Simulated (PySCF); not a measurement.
GeC⁻: from constants to spectrum

ROHF-MP2 constants of GeC⁻, ²Σ⁺ (doublet), unpaired electrons σ ↑ (basis Ge aug-cc-pVDZ-PP with ECP10, C aug-cc-pVDZ; scalar-relativistic core potentials; PySCF 2.14; masses 73.9212 and 12.0000 u):

* ωe: 776.5 cm⁻¹
* ωexe: 3.79 cm⁻¹
* Be: 0.4993 cm⁻¹
* αe: 0.00377 cm⁻¹
* De to Ge + C⁻: 4.73 eV

Problem. What force constant and bond length do these constants imply?

Solution. Reduced mass μred = 10.324 u; k = 5.8918×10⁻⁷·μred·ωe² (u, cm⁻¹, mdyn/Å) = 3.67 mdyn/Å; Re = √(16.8576/(μred·Be)) (u, cm⁻¹, Å) = 1.808 Å.

Problem. Estimate the centrifugal constant D from the Kratzer relation and find the Dunham coefficient a1.

Solution. D = 4Be³/ωe² = 8.26e-07 cm⁻¹; a1 = −1 − αeωe/(6Be²) = -2.96.

Correlated steps freeze 5 core orbitals. Correlated levels converge slowly with the basis: in double zeta they bind strong bonds too weakly, by up to about 1 eV, and carry superposition errors of some tenths. Spin–orbit coupling is left out. For an ion De counts to the pair picked by the measured ionisation energies or electron affinities, which need not be the lowest pair at this level. The state was picked by a PBE0 search and need not be the measured ground state.
